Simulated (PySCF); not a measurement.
# CH₃FGa, SMILES `[CH3][Ga][F]` (charge 0, multiplicity 2)

Method: PBE-D3(BJ)/def2-TZVP // B3LYP-D3(BJ)/def2-TZVP run with PySCF.

The highest occupied spin orbital is -5.00 eV and the dipole moment comes out as 2.57 D. The total energy comes out as -2064.2424 Ha and the cost comes out as about 4 core-minutes (a rough figure).

Bond lengths (Å): C1–Ga2 2.039, C1–H4 1.090, C1–H5 1.086, C1–H6 1.090, Ga2–F3 1.792. Angles (°): Ga2–C1–H4 106.3, Ga2–C1–H5 111.4, Ga2–C1–H6 106.2, H4–C1–H5 111.2, H4–C1–H6 110.3, H5–C1–H6 111.4, C1–Ga2–F3 111.6.
Charge 0, spin multiplicity 2.
